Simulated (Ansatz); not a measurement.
| atom | x (Å) | y (Å) | z (Å) |
| --- | --- | --- | --- |
| C | -0.0099 | -0.0206 | -0.6280 |
| O | -0.0608 | -0.0736 | 0.7598 |
| H | -0.0077 | -1.0539 | -1.0467 |
| H | -0.8778 | 0.4685 | -1.0031 |
| H | 0.8725 | 0.4384 | -1.1209 |
| H | 0.0139 | 0.8547 | 1.0820 |

Basis set: 6-31G (spherical functions). Frozen core: 2 orbitals. Charge 0, multiplicity 1.

Computed with Ansatz (development build ahead of 0.2.0); each method stands on the lowest determinant of its kind that the runs found. Restricted open shells among the atoms or ions are ROHF, correlated in semicanonical orbitals with singles.

(1) Give the atomization energy at this shape (free ground-state atoms in the same class of orbitals less the molecule, no zero-point energy) of singlet CH₄O by RHF-MP2, RHF.

Results:

(1)

```
 method  atomization energy
RHF-MP2            18.30 eV
    RHF            14.48 eV
```

This basis has no polarisation functions and is too small for such energies, which can lie far from measured ones in either direction.
